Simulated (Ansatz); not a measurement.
```yaml
crystal:
  periodic: [true, true, true]
  atoms:
    - {symbol: B, position_ang: [-1.100761, 1.246762, 0.075297]}
    - {symbol: B, position_ang: [0.430184, 0.561960, 0.328507]}
    - {symbol: C, position_ang: [0.508659, -1.030980, 0.530010]}
    - {symbol: S, position_ang: [1.144995, -0.709207, -1.168160]}
    - {symbol: H, position_ang: [-1.747006, 0.903276, -0.915306]}
    - {symbol: H, position_ang: [-1.548513, 1.946621, 0.778003]}
    - {symbol: H, position_ang: [1.449786, 1.177838, 0.638020]}
    - {symbol: H, position_ang: [-0.340329, -1.657039, 0.499915]}
    - {symbol: H, position_ang: [1.265004, -1.441840, 1.138318]}
    - {symbol: H, position_ang: [-0.061810, -0.864250, -1.844244]}
basis:
  gaussian: {orbitals: def2-SVPD}
hamiltonian: {xc: {name: wB97M-V}}
```

```sh
$ ansatz run in.yaml --threads 2 --pin off --events-out ev --progress --plain --max-ram 4352MiB
```

Shortened log:

```
Error: YAML parse error: error: line 2 column 3: crystal: missing field `lattice` (a structure is typed as `lattice` and `atoms`, a molecule's as `atoms` in Å alone, or read from a run's directory, `checkpoint`)
 --> <input>:2:3
1 | crystal:
2 |   periodic: [true, true, true]
3 |   atoms:
4 |     - {symbol: B, position_ang: [-1.100761, 1.246762, 0.075297]}
```

Q: What is wrong with this run?

A: The molecule is marked periodic without a cell. The input was rejected before any iteration.
